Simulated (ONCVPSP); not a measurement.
# Which setting gave this result? (hydrogen (H), ONCV)

Base potential:

```
Element                 : H
Generator               : ONCVPSP 4.0.1
Type                    : optimised norm-conserving Vanderbilt (ONCV)
Functional              : PBE
Relativity              : scalar-relativistic
Frozen core             : none
Valence charge          : 1
Reference configuration : 1s0.5 (charge +0.5)
Partial waves           : 1s: rc 1.20 bohr, ncon 4, nbas 8, qcut 5.2 1/bohr, 2 projectors, debl 3.6 Ha; p scattering state at 0.13 Ha: rc 1.25 bohr, ncon 4, nbas 8, qcut 7.5 1/bohr, 2 projectors, debl 2 Ha
Local potential         : polynomial inside 0.95 bohr (lpopt 5, dvloc0 0 Ha)
Core correction         : none
```

Cutoffs, loose and tight: the cutoffs (Ha) at which the residual kinetic energy of the hardest occupied pseudo-wave falls to 1 and 0.1 mHa per electron. They do not see the model core or the augmentation charge, which bear on the density cutoff. Test errors are all-electron minus pseudo excitation energies from the reference, over the configurations 1s1; variants that change the core or the reference have their own tests.

Only the s radius is moved:

```
s radius (bohr)  cutoff, loose  cutoff, tight  bound ghosts
            0.8          40 Ha         231 Ha          none
           0.94          21 Ha         166 Ha          none
           1.04          17 Ha         132 Ha          none
           1.14          15 Ha         105 Ha          none
           1.22          13 Ha          71 Ha          none
           1.36          12 Ha          40 Ha          none
           1.56          10 Ha          14 Ha          none
           1.66         9.6 Ha          13 Ha          none
           1.74         9.2 Ha          12 Ha          none
```

**Question.** One more run gave cutoff, loose: 11 Ha; cutoff, tight: 23 Ha; bound ghosts: none. Which value of the s radius was used?

**Answer.** 1.44 bohr. The loose cutoff moves one way along this sweep, from 40 Ha at 0.8 to 9.2 Ha at 1.74 bohr, which places the run between 1.36 and 1.56 bohr.
